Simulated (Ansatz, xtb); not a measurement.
**FH2Si2Te+: where a starting geometry ends**

The starting geometry of this gas-phase singlet has its atoms placed at random.

| atom | x (Å) | y (Å) | z (Å) |
| --- | --- | --- | --- |
| F | 1.3811 | -0.8155 | -1.3132 |
| Si | -0.1331 | -0.9644 | 1.2013 |
| Si | -1.3656 | -1.0396 | -0.6361 |
| Te | 0.2730 | 1.0099 | -0.9709 |
| H | -0.6824 | -0.0143 | -1.8881 |
| H | -0.9394 | 1.0929 | 1.0530 |

Problem. Guess where an optimisation with r2SCAN-D4/def2-SVP ends from this start.

Solution. It ends as a structure given below by its coordinates. Distances that change by over a tenth: Si3–H5 (1.76 → 1.49 Å). Contacts that open: Te4–H5 (1.67 → 3.68 Å). Contacts that close: Si2–Te4 (2.96 → 2.54 Å), Si2–H6 (2.21 → 1.49 Å).

The energy falls by 4.26 eV over 17 steps:

| step | E − E(last) (eV) |
| --- | --- |
| 1 | 4.257 |
| 3 | 1.541 |
| 5 | 0.914 |
| 6 | 0.764 |
| 8 | 0.506 |
| 10 | 0.298 |
| 12 | 0.074 |
| 13 | 0.009 |
| 15 | 0.000 |
| 17 | 0.000 |

Final geometry (Å):

```json
{"atom": "F", "x (Å)": "2.2655", "y (Å)": "-0.4813", "z (Å)": "-0.8512"}
{"atom": "Si", "x (Å)": "-0.6139", "y (Å)": "-0.1168", "z (Å)": "0.7363"}
{"atom": "Si", "x (Å)": "-1.3852", "y (Å)": "-0.2020", "z (Å)": "-1.2616"}
{"atom": "Te", "x (Å)": "0.8995", "y (Å)": "0.8955", "z (Å)": "-1.0325"}
{"atom": "H", "x (Å)": "-1.8990", "y (Å)": "-1.1326", "z (Å)": "-2.3007"}
{"atom": "H", "x (Å)": "-0.7332", "y (Å)": "0.3062", "z (Å)": "2.1559"}
```

From the same start GFN2-xTB ends elsewhere, differing in Si3–H5 (3.17 against 1.49 Å here), Te4–H5 (1.64 against 3.68 Å here).

From so rough a start the end depends on the optimiser's path, so another program may land elsewhere. No frequencies were run, so the end isn't proven a minimum. Atoms past krypton carry core potentials, without spin–orbit terms. Run with Ansatz 0.2.0, 35 s on 1 thread of Intel(R) Xeon(R) 6975P-C (Granite Rapids), on a shared host.
